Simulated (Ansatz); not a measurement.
Two isomers of C3H7NSi: A = `C=C[SiH2]C=N`, B = `[SiH3]N=C1CC1`.

Calculated with Ansatz (gas phase, PBE0-D4/def2-TZVP geometries, no zero-point term in ΔE). CCSD(T)/CBS adds triple-zeta CCSD(T) − MP2 to the extrapolated MP2 energy (def2 sets, frozen cores). Functionals use def2-TZVPP. One conformer a species, not always the lowest.

(1) Which is lower in electronic energy at CCSD(T)/CBS, and by how much? (An estimate is asked.)

(2) Give E(B) − E(A) in kcal/mol with CCSD/def2-TZVPP, PBE0-D4, B2PLYP, CCSD(T)/def2-TZVPP, ωB97M-V, r2SCAN-D4, HF/def2-TZVPP. (An estimate is asked.)

Largest T1 diagnostic: 0.012.

Results:

(1) The calculation gave: A, by 7.6 kcal/mol.

(2) Computed: CCSD/def2-TZVPP 6.9, PBE0-D4 1.3, B2PLYP 5.6, CCSD(T)/def2-TZVPP 7.1, ωB97M-V 4.7, r2SCAN-D4 1.9, HF/def2-TZVPP 7.2. None reverses the order clearly.

From PBE to PBE0 (25 % exact exchange), in def2-TZVPP and without D4, E(B) − E(A) moves by −1.0 kcal/mol.
